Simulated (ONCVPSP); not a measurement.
**iron (Fe): one change to an ONCV potential, before and after**

iron (Fe), optimised norm-conserving Vanderbilt (ONCV), made with ONCVPSP 4.0.1 (PBEsol, scalar-relativistic). Core [Ne], reference 3s2 3p6 3d6 4s2. Waves: 3s+4s: rc 1.10 bohr, ncon 4, nbas 8, qcut 9.1 1/bohr, 2 projectors; 3p: rc 1.40 bohr, ncon 4, nbas 9, qcut 8.9 1/bohr, 2 projectors, debl 1 Ha; 3d: rc 1.15 bohr, ncon 4, nbas 9, qcut 11.2 1/bohr, 1 projector. Local part: polynomial inside 0.80 bohr (lpopt 5, dvloc0 0 Ha). Core correction: Teter function, fcfact 1.75, rcfact 1.5.

In the p channel the program set the typed energies aside and used -2.202, 0.250 Ha.

Change: d: qcut 14.8.

Cutoffs: the cutoffs (Ha) at which the residual kinetic energy of the hardest occupied pseudo-wave falls to 1 and 0.1 mHa per electron; they do not see the model core or the augmentation charge, which bear on the density cutoff. Errors are all-electron minus pseudo energies relative to the spin-unpolarised reference configuration.

Task: What does the change do?

Result: The potential gets neither clearly harder nor softer (58 Ha and 112 Ha → 77 Ha and 88 Ha); of the 4 tests that both files solve, the error grows in 0 and shrinks in 2 by more than 15 % and 0.3 meV (median size 4.5 → 3.7 meV); neither file shows a bound ghost.

```csv
quantity,base,changed
"cutoff, loose",58 Ha,77 Ha
"cutoff, tight",112 Ha,88 Ha
loose cutoff by channel,"s 36 Ha, p 30 Ha, d 58 Ha","s 36 Ha, p 30 Ha, d 77 Ha"
bound ghosts,none,none
GHOST(+) flags under 300 eV,none,none
"error for 3s2 3p6 3d6 4s1, meV [ΔE 8.75 eV]",-0.1,-0.3
"error for 3s2 3p6 3d6 4s0, meV [ΔE 24.86 eV]",+1.0,+0.4
"error for 3s2 3p6 3d5 4s0, meV [ΔE 59.05 eV]",-8.1,-7.0
"error for 3s2 3p6 3d4 4s0, meV [ΔE 112.10 eV]",+37,+13
s: phases at 1.12 bohr within 0.05 rad from the reference energy up to (Ha; the scan ends near 5),to the end of the scan,to the end of the scan
p: phases at 1.42 bohr within 0.05 rad from the reference energy up to (Ha; the scan ends near 5),to the end of the scan,to the end of the scan
d: phases at 1.17 bohr within 0.05 rad from the reference energy up to (Ha; the scan ends near 5),3.2,3.8
"rms error of d²Exc/dni dnj with the model core, mHa",0.99,0.98
```
